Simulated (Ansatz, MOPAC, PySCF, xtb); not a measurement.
Noncovalent pair: stibine (SMILES [SbH3]) (first 4 atoms) with stibine (SMILES [SbH3]); geometry from B3LYP-D3(BJ)/def2-TZVP, rigid monomers moved along the line of their centres of mass till Sb1···Sb5 is 3.94 Å.
(charge 0, multiplicity 1):
```xyz
8

Sb     0.34508    -0.32205    -0.42015
H      1.60686    -0.27149     0.73822
H     -0.44804    -1.56965     0.44635
H     -0.53278     0.87793     0.43117
Sb    -0.37781    -0.10001     3.44629
H      0.02854     1.50483     3.00681
H     -1.01646     0.43030     4.94958
H     -1.91308     0.03431     2.69940
```

Monomers are frozen at their geometry in the pair; levels with a basis set take the counterpoise correction. Rows marked so take none.

Correlated levels freeze the cores. Filled d and f shells under p-block atoms count as core. CBS(a, b) extrapolates the correlation energy as X⁻³ and adds the Hartree–Fock energy of set b. Rows in 3-21G carry no dispersion term and start afresh at each structure; the Pople sets are all-electron and without relativity. The state reached by PM3 isn't checked.

Programs: Ansatz (a quantum-chemistry and plane-wave program) with Gaussian orbitals; MOPAC for PM3 (differences of heats of formation); PySCF for 3-21G rows, the dispersion terms; xtb for the GFN methods. Each number belongs to the level named beside it. In def2 rows elements past Kr take small-core potentials, without spin–orbit coupling.

```tsv
level	interaction energy (kJ/mol)
PM3	1.7
GFN2-xTB	-9.9
HF/3-21G (no counterpoise)	16.9
PBE/def2-TZVPPD	4.8
PBE-D4/def2-TZVPPD	-3.7
SCS-MP2/def2-TZVPPD	5.1
CCSD/def2-TZVPPD	5.3
CCSD(T)/def2-SVPD	…
CCSD(T)/CBS(def2-SVPD, def2-TZVPPD)	…
```

Problem. What belongs in the gaps?

Solution. 
- CCSD(T)/def2-SVPD, interaction energy (kJ/mol): 5.8
- CCSD(T)/CBS(def2-SVPD, def2-TZVPPD), interaction energy (kJ/mol): 2.1
